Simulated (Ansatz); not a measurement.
One change: `B[CH]([GeH3])Br` becomes `B[CH](O)[GeH3]`.

Ansatz, PBE0-D4/def2-TZVP geometries, multiplicity 1. Each molecule was computed in one conformer, which needn't be the lowest.

Scalar relativity is left out up to krypton. Spin–orbit coupling is left out; it splits and shifts lone-pair levels of the heavy atoms by tenths of an eV.

| property | `B[CH]([GeH3])Br` |
| --- | --- |
| HOMO energy (ωB97M-V/def2-TZVPP) / eV | -9.81 |
| LUMO energy (PBE/def2-TZVPP) / eV | -2.66 |
| HOMO–LUMO gap (ωB97M-V/def2-TZVPP) / eV | 10.00 |
| size of the dipole moment (ωB97M-V/def2-TZVPP) / D | 1.68 |
| LUMO energy (ωB97M-V/def2-TZVPP) / eV | 0.19 |
| HOMO energy (PBE/def2-TZVPP) / eV | -6.42 |

Problem. What does the change do to each property? (Best estimate.)

Solution. Ansatz gave: 
```
                                          property  `B[CH](O)[GeH3]`  shift
             HOMO energy (ωB97M-V/def2-TZVPP) / eV             -9.52   0.29
                 LUMO energy (PBE/def2-TZVPP) / eV             -1.52   1.14
           HOMO–LUMO gap (ωB97M-V/def2-TZVPP) / eV             10.77   0.77
size of the dipole moment (ωB97M-V/def2-TZVPP) / D              2.48   0.80
             LUMO energy (ωB97M-V/def2-TZVPP) / eV              1.25   1.06
                 HOMO energy (PBE/def2-TZVPP) / eV             -6.20   0.22
```

With PBE0 the HOMO rises by 0.24 eV and the LUMO rises by 1.10 eV, so the gap widens by about 0.86 eV. PBE moves the HOMO by 0.22 eV and ωB97M-V by 0.29 eV. The zero-point energy changes by 37.8 kJ/mol with +3 modes. Dipoles are sizes alone; their direction can turn.
